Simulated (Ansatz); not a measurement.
`I[SiH]1CS1` + `C1C[SiH2]O1` → `C1[SiH2]S1` + `IC1C[SiH2]O1`  (redistribution)

Calculated with Ansatz (gas phase, PBE0-D4/def2-TZVP geometries, no zero-point term in ΔE). CCSD(T)/CBS adds triple-zeta CCSD(T) − MP2 to the extrapolated MP2 energy (def2 sets, frozen cores). def2 core potentials past Kr. For I outer-core shells are correlated without core-valence functions, which leaves a few kJ/mol of doubt a bond.

```csv
level,ΔE (kJ/mol)
HF/def2-TZVPP,133.6
HF/CBS(def2),133.8
```

Task: What does CCSD(T)/CBS give? (Best estimate.)

Result: Ansatz gave: +120.5 kJ/mol. The listed levels differ from it by 13.1, 13.3 kJ/mol.

Largest T1 diagnostic among the species: 0.012.

From PBE to PBE0 (25 % exact exchange), in def2-TZVPP and without D4, ΔE moves by +8.6 kJ/mol. In def2-TZVPP, CCSD(T) changes the Hartree–Fock value by −16.7 kJ/mol (the triples alone add −3.8 kJ/mol) and MP2 by −12.4 kJ/mol.
